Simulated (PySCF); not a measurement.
C3H9NOSi.
Z-matrix (Å and degrees, PBE0-D3(BJ)/def2-SVP geometry), rows numbered from 1:
```
C 
N   1  1.2607
Si  2  1.7525  1  125.85
O   3  1.6545  2  108.60  1   124.04
C   4  1.4117  3  124.34  2    57.98
C   5  1.5100  4  109.32  3  -170.52
H   1  1.1071  2  120.70  3  -178.89
H   1  1.1128  2  124.57  3     1.07
H   3  1.4933  2  106.30  1  -115.95
H   3  1.4936  2  113.07  1     6.62
H   5  1.1053  4  110.14  3   -49.04
H   5  1.1071  4  109.82  3    68.46
H   6  1.1002  5  110.50  4   -58.59
H   6  1.1002  5  110.46  4    60.90
H   6  1.1005  5  110.69  4  -178.88
```

All values: PBE0/pcSseg-1 (PySCF, non-relativistic), on one gas-phase PBE0-D3(BJ)/def2-SVP geometry that isn't relaxed in the solvent. The solvent is an IEF-PCM continuum (van der Waals radii × 1.2). The model holds no explicit solvent molecules, cavitation or dispersion.

| run | E − E(gas) (kJ/mol) | HOMO (eV) | HOMO–LUMO gap (eV) | dipole (D) |
| --- | --- | --- | --- | --- |
| gas | 0.00 | -7.13 | 6.16 | 1.02 |
| P | -17.93 | -7.15 | 6.26 | 1.41 |
| Q | -14.52 | -7.13 | 6.24 | 1.34 |

Problem. The runs were made in dimethylsulfoxide and tetrahydrofuran. Which run belongs to which solvent?

Solution. P = dimethylsulfoxide, Q = tetrahydrofuran. The dielectric constants are 7.426 (tetrahydrofuran), 46.83 (dimethylsulfoxide), and the energy falls further as ε rises. In this model the ground state sees the solvent through ε alone.

Problem. How constant is the ratio of the lowering to (ε − 1)/(2ε + 1)?

Solution. 
| solvent | (ε − 1)/(2ε + 1) | E − E(gas) (kJ/mol) | ratio (kJ/mol) | polarisation term (kJ/mol) |
| --- | --- | --- | --- | --- |
| tetrahydrofuran | 0.405 | -14.52 | -35.8 | -16.44 |
| dimethylsulfoxide | 0.484 | -17.93 | -37.0 | -20.93 |

The ratio changes by +3.4 % in size from tetrahydrofuran to dimethylsulfoxide. The polarisation term is half the interaction of the solute with the induced surface charges.

Time: 18 s; peak memory 0.97 GiB. Hardware: an Arm Neoverse V2 with one thread, shared host with 96 logical CPUs at a one-minute load of 75. This is the whole shielding run at PBE0/pcSseg-1 in dimethylsulfoxide, SCF included.
